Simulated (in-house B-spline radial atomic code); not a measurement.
# Correlation energy from the adiabatic connection: −Z/r, Z = 2, wall at 0.5 bohr

Two electrons in a singlet, external potential −Z/r, Z = 2, wall at 0.5 bohr (atomic units). Full CI in B-splines (partial waves to l = 8, correlation up to 0.6 % small) with the density held fixed gives W(λ) = <V_ee>_λ − U, and E_c is the integral of W(λ) − W(0) from 0 to 1.

| λ | W(λ) − W(0) (hartree) |
| --- | --- |
| 0 | 0.00000 |
| 0.02 | -0.00206 |
| 0.05 | -0.00515 |
| 0.12 | -0.01231 |
| 0.25 | -0.02542 |
| 0.4 | -0.04027 |
| 0.6 | -0.05964 |
| 0.8 | -0.07850 |
| 1 | -0.09689 |

Question: Integrate the table by the trapezoid rule.

Answer: The strips give -0.00002, -0.00011, -0.00061, -0.00245, -0.00493, -0.00999, -0.01381, -0.01754, which sum to -0.04946 hartree. The direct value, W(1) − W(0) + T_c with T_c = 0.04739, is -0.04950; the curve is convex, so chords lie above it and the trapezoids fall short in size by 0.08 %.

Question: Now use only three numbers: W(0) = -3.7784, the initial slope W'(0) = -0.1033 (extrapolated from the first points) and the strong-coupling limit of the point-charge-plus-continuum model, W∞ = -4.0799. What do second-order theory and the interpolation W(λ) = W∞ + (W(0) − W∞)/√(1 + 2χλ) of Seidl, Perdew and Levy give?

Answer: Second order keeps the slope alone: E_c = W'(0)/2 = -0.05165, +4 % in size against -0.04950. Matching the slope fixes χ = W'(0)/(W∞ − W(0)) = -0.1033/(-0.30150) = 0.34262. Integrating, with s = √(1 + 2χ) = 1.298168, E_c = −(W(0) − W∞)(s − 1)/(s + 1) = −0.30150 × 0.298168/2.298168 = -0.03912 hartree, -21.0 % in size against the full result. At λ = 1 the formula gives W − W(0) = -0.06925 against -0.09689. Part of the miss can come from the model's W∞, which here lies above the computed W at λ = 10, -4.38242.
